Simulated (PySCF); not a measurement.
AlHFCl, SMILES [AlH]([F])[Cl].

Geometry: PBE-D3(BJ)/def2-TZVP.

These are PySCF 2.14.0 with TDDFT-LC-ωPBE/def2-SVPD values and carry that method's errors.

Vertical excitations. Gas-phase values at a fixed geometry. State labels are in the subgroup Cs.

```json
[
 {"state": "S1", "symmetry": "A\"", "energy (eV)": "7.42", "λ (nm)": "167", "f": "0.036", "main pairs": "HOMO→LUMO 85 %"},
 {"state": "S2", "symmetry": "A\"", "energy (eV)": "7.98", "λ (nm)": "155", "f": "0.010", "main pairs": "HOMO−2→LUMO 83 %"},
 {"state": "S3", "symmetry": "A'", "energy (eV)": "8.25", "λ (nm)": "150", "f": "0.056", "main pairs": "HOMO−1→LUMO 45 %, HOMO→LUMO+1 29 %, HOMO−2→LUMO+1 10 %, HOMO→LUMO+2 7 %"},
 {"state": "S4", "symmetry": "A'", "energy (eV)": "8.29", "λ (nm)": "150", "f": "0.048", "main pairs": "HOMO−1→LUMO 43 %, HOMO→LUMO+1 35 %, HOMO→LUMO+2 11 %"},
 {"state": "S5", "symmetry": "A\"", "energy (eV)": "8.45", "λ (nm)": "147", "f": "0.086", "main pairs": "HOMO−1→LUMO+1 71 %, HOMO−1→LUMO+2 19 %"},
 {"state": "S6", "symmetry": "A'", "energy (eV)": "8.95", "λ (nm)": "139", "f": "0.161", "main pairs": "HOMO−2→LUMO+1 50 %, HOMO−2→LUMO+2 15 %, HOMO→LUMO+3 14 %, HOMO→LUMO+1 8 %"},
 {"state": "S7", "symmetry": "A\"", "energy (eV)": "9.76", "λ (nm)": "127", "f": "0.037", "main pairs": "HOMO−3→LUMO 75 %, HOMO−5→LUMO 13 %"},
 {"state": "S8", "symmetry": "A'", "energy (eV)": "9.77", "λ (nm)": "127", "f": "0.567", "main pairs": "HOMO−2→LUMO+3 34 %, HOMO→LUMO+3 29 %, HOMO−2→LUMO+2 11 %"},
 {"state": "S9", "symmetry": "A\"", "energy (eV)": "9.95", "λ (nm)": "125", "f": "0.000", "main pairs": "HOMO−5→LUMO 81 %"},
 {"state": "S10", "symmetry": "A'", "energy (eV)": "9.99", "λ (nm)": "124", "f": "0.009", "main pairs": "HOMO→LUMO+2 37 %, HOMO→LUMO+3 22 %, HOMO→LUMO+1 10 %, HOMO−2→LUMO+1 7 %"},
 {"state": "T1", "symmetry": "A\"", "energy (eV)": "6.58", "λ (nm)": "188", "f": "0", "main pairs": "HOMO→LUMO 54 %, HOMO−2→LUMO 36 %"},
 {"state": "T2", "symmetry": "A'", "energy (eV)": "7.31", "λ (nm)": "170", "f": "0", "main pairs": "HOMO→LUMO+1 40 %, HOMO→LUMO+2 21 %, HOMO−2→LUMO+1 14 %, HOMO−2→LUMO+2 10 %"},
 {"state": "T3", "symmetry": "A'", "energy (eV)": "7.52", "λ (nm)": "165", "f": "0", "main pairs": "HOMO−1→LUMO 89 %"},
 {"state": "T4", "symmetry": "A\"", "energy (eV)": "7.72", "λ (nm)": "161", "f": "0", "main pairs": "HOMO−2→LUMO 52 %, HOMO→LUMO 38 %"}
]
```
Triplets are in the Tamm–Dancoff approximation, which puts them higher than full response would, so one can lie above its singlet here.
